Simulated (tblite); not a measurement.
Compound: C9H7 (doublet state).
Numbering: `[H]/[C:1]=[C:2]([CH3:3])/[C:4]([C:5]#[CH:6])=[CH:7]/[C:8]#[CH:9]` (hydrogens: H10 on C1; H11, H12, H13 on C3; H14 on C6; H15 on C7; H16 on C9)

Cartesian coordinates in Å at the GFN2-xTB level; atoms count from 1:
```xyz
16
C9H7 angstrom
C     -1.7758   -0.1565   -1.6906
C     -1.3052    0.0120   -0.4871
C     -2.2048    0.2760    0.7109
C      0.1371   -0.0422   -0.1999
C      0.5623    0.1527    1.1333
C      0.9082    0.3199    2.2717
C      1.0397   -0.2724   -1.1813
C      2.4217   -0.3354   -0.9730
C      3.6136   -0.3946   -0.8180
H     -2.7173   -0.1739   -2.1858
H     -3.2483    0.3045    0.4087
H     -2.0645   -0.5110    1.4497
H     -1.9344    1.2284    1.1634
H      1.2247    0.4651    3.2611
H      0.6837   -0.4190   -2.1942
H      4.6519   -0.4446   -0.6803
```

The geometry is computed with GFN2-xTB (gas phase). This method treats the open shell by occupation alone, without spin polarisation.

Masses are those of the commonest isotopes; rigid-rotor values at the optimised geometry. The values belong to one conformer with, in the numbering `[H]/[C:1]=[C:2]([CH3:3])/[C:4]([C:5]#[CH:6])=[CH:7]/[C:8]#[CH:9]`, C1–C2–C4–C5 180°.

Question: Give the principal moments of inertia and the rotational constants in GHz.

Answer: Ia = 184.76, Ib = 414.43, Ic = 596.04 u·Å²; 505379 MHz·u·Å²/I gives 2735, 1219 and 847.9 MHz, that is A = 2.7353, B = 1.2195, C = 0.8479 GHz.

Question: Classify the top.

Answer: An asymmetric top; Ray's κ = -0.606.

Question: What does the inertial defect say?

Answer: Not planar: Δ = Ic − Ia − Ib = -3.15 u·Å². For a rigid frame Δ = −2 Σ m c², so Σ m c² = 1.57 u·Å² lies off the ab plane, practically all of it from hydrogen. The atom farthest from that plane is 0.89 Å away.

Question: Where do the levels up to J = 5 lie, in MHz?

Answer: Above 0(0,0):
J = 1: 1(0,1) 2067, 1(1,1) 3583, 1(1,0) 3955
J = 2: 2(0,2) 6142, 2(1,2) 7346, 2(1,1) 8461, 2(2,1) 13009, 2(2,0) 13069
J = 3: 3(0,3) 12112, 3(1,3) 12956, 3(1,2) 15179, 3(2,2) 19211, 3(2,1) 19502, 3(3,1) 27754, 3(3,0) 27760
J = 4: 4(0,4) 19855, 4(1,4) 20378, 4(1,3) 24051, 4(2,3) 27433, 4(2,2) 28251, 4(3,2) 36127, 4(3,1) 36170, 4(4,1) 47947, 4(4,0) 47947
J = 5: 5(0,5) 29285, 5(1,5) 29578, 5(1,4) 34985, 5(2,4) 37636, 5(2,3) 39356, 5(3,3) 46615, 5(3,2) 46781, 5(4,2) 58417, 5(4,1) 58422, 5(5,1) 73608, 5(5,0) 73608
The levels of one J sum to (2J + 1)J(J + 1)(A + B + C)/3.

For this open shell read J as N, the rotation without spin; fine and hyperfine splittings come on top. Its GFN2-xTB frequencies are all real (lowest 39 cm⁻¹). Constants of a rigid frame at the computed geometry: no zero-point averaging, no centrifugal distortion.
